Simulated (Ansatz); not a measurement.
Consider the cleavage of the Ge–Si bond: `O[SiH2][GeH2][F]` + HBr → `[F][GeH2][Br]` + `O[SiH3]`.

Gas-phase electronic energies from Ansatz, PBE0-D4/def2-TZVP geometries. CBS: MP2 limit from def2 TZ/QZ plus the TZ coupled-cluster correction, frozen cores. Functionals use def2-TZVPP. B3LYP here is the variant with VWN-RPA as its local correlation; programs differ in this. For Br, Ge outer-core shells are correlated without core-valence functions, which leaves a few kJ/mol of doubt a bond. Scalar relativity is left out up to krypton. One conformer a species, not always the lowest.

| level | ΔE (kJ/mol) | difference from CCSD(T)/CBS |
| --- | --- | --- |
| PBE-D4 | -61.8 | 12.8 |
| PBE0-D4 | -69.2 | 5.4 |
| B3LYP-D4 | -72.2 | 2.4 |
| ωB97X-V | -75.4 | -0.8 |
| ωB97M-V | -75.7 | -1.1 |
| B2PLYP | -79.7 | -5.1 |
| r2SCAN | -73.3 | 1.3 |
| PBE0 | -71.4 | 3.2 |
| B3LYP | -76.0 | -1.4 |
| HF/def2-TZVPP | -101.8 | -27.2 |
| CCSD/def2-TZVPP | -78.9 | -4.3 |
| MP2/def2-QZVPP | -83.5 | -8.9 |
| SCS-MP2/def2-QZVPP | -85.5 | -10.9 |
| HF/CBS(def2) | -102.5 | -27.9 |
| MP2/CBS(def2) | -82.4 | -7.8 |
| CCSD/CBS(def2) | -76.6 | -2.0 |
| CCSD(T)/CBS | -74.6 | 0 |

Largest T1 diagnostic among the species: 0.012.

From PBE to PBE0 (25 % exact exchange), in def2-TZVPP and without D4, ΔE moves by −7.1 kJ/mol. The D4 term adds +3.8 kJ/mol with B3LYP and +2.2 kJ/mol with PBE0; it sums over pairs of atoms, weighted by their polarisabilities, and B3LYP, whose exchange is more repulsive, gets the larger term. In def2-TZVPP, CCSD(T) changes the Hartree–Fock value by +25.0 kJ/mol (the triples alone add +2.0 kJ/mol) and MP2 by +17.3 kJ/mol.
